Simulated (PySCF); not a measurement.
CBr2, neutral, multiplicity 1. Atoms are numbered in the order given.

```xyz
3

C      0.0000     0.0000     0.9975
Br     0.0000    -1.5598    -0.0855
Br     0.0000     1.5598    -0.0855
```
Charge 0, spin multiplicity 1.

Geometry: B3LYP-D3(BJ)/def2-TZVP.

These are HF/pcSseg-2 (PySCF) values and carry that method's errors.

GIAO shieldings, no solvent; atoms alike by connectivity are averaged. δ = σ(ref) − σ: ¹³C against TMS (σ = 193.3 ppm), references at their B3LYP-D3(BJ)/def2-TZVP geometries, non-relativistic (without spin–orbit terms, shifts of atoms bonded to Cl or Br come out too high).

Computed chemical shifts:
| nucleus | atoms | count | δ (ppm) |
|---|---|---|---|
| ¹³C | C1 | 1 | 1002.2 |
